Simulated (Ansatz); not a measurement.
## Energy profile

The step: SiH₃F ([F][SiH3]) + H₂O + H₂O → SiH₄O ([OH][SiH3]) + H₂O + HF; bonds formed: Si1–O7, F2–H8, H6–O9; bonds broken: Si1–F2, H6–O7, H8–O9 (atoms numbered as in the saddle structure below).

```csv
atom,x (Å),y (Å),z (Å)
Si1,-0.3062,0.3687,-1.2474
F2,-0.5485,-1.2693,-0.3208
H3,0.5219,-0.4173,-2.1944
H4,-1.7823,0.3783,-1.3881
H5,-0.0036,1.7680,-1.7738
H6,0.5543,0.0054,1.2363
O7,0.3888,0.8458,0.3066
H8,-0.0174,-1.3693,0.8666
O9,0.5039,-1.0176,1.7454
H10,0.7925,1.7145,0.2782
H11,-0.1033,-1.0075,2.4914
```

Electronic energies by CCSD(T) at an estimated basis limit (MP2 extrapolated from triple and quadruple zeta, plus CCSD(T) − MP2 in triple zeta), on PBE0-D4/def2-TZVP structures; SiH₇O₂F, singlet; no counterpoise correction. Program: Ansatz 0.2.0. Basis: def2-TZVPP and def2-QZVPP. Cores are frozen in the correlated methods. Extrapolation: Hartree–Fock as exp(−7.88 √X), correlation as X^−2.97.

(1) Give the profile in kcal/mol, counted from the separated reactants. (An estimate is asked for; the value comes from the calculation.)

The T1 diagnostic stays at or below 0.011.

Answers

(1) By the calculation:
| point | kcal/mol |
| --- | --- |
| separated: SiH₃F (linked as [F][SiH3]; Si1, F2, H3, H4, H5; singlet) + H₂O (H6, O7, H10; singlet) + H₂O (H8, O9, H11; singlet) | 0.00 |
| start structure | -11.01 |
| saddle | 11.67 |
| end structure | -5.26 |
| separated: SiH₄O (linked as [OH][SiH3]; Si1, H3, H4, H5, O7, H10; singlet) + HF (F2, H8; singlet) + H₂O (H6, O9, H11; singlet) | 10.51 |

The step is the kind of ligand exchange by which a precursor binds to a hydroxyl group, or is hydrolysed, in atomic layer deposition of oxides.

For scale, one of the runs: CCSD(T)/def2-TZVPP, 233 basis functions, launched by `ansatz run in.yaml --threads 4 --pin off --events-out ev --progress --plain --max-ram 9574MiB`. Hardware: 4 CPU threads of an Intel Xeon, shared host. Wall time 2.4 min; peak host memory 4.3 GiB.
